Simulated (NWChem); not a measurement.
# CH₅O cation; SMILES C[OH2+]

Computed with NWChem. Pople sets run with spherical d functions. Each level has its own optimisation; frequencies are unscaled.

For level PBE/def2-SVP:

```
Item                               Result
---------------------------------  ------
r C–H (Å)                           1.104
r H–O (Å)                           0.989
highest harmonic frequency (cm⁻¹)    3610
lowest (cm⁻¹)                         262
zero-point energy (kcal/mol)         39.1
```

Q: What are these values for level Hartree-Fock/6-31G*?

A: r C–H (Å): 1.075
r H–O (Å): 0.963
highest harmonic frequency (cm⁻¹): 3950
lowest (cm⁻¹): 244
zero-point energy (kcal/mol): 43.0
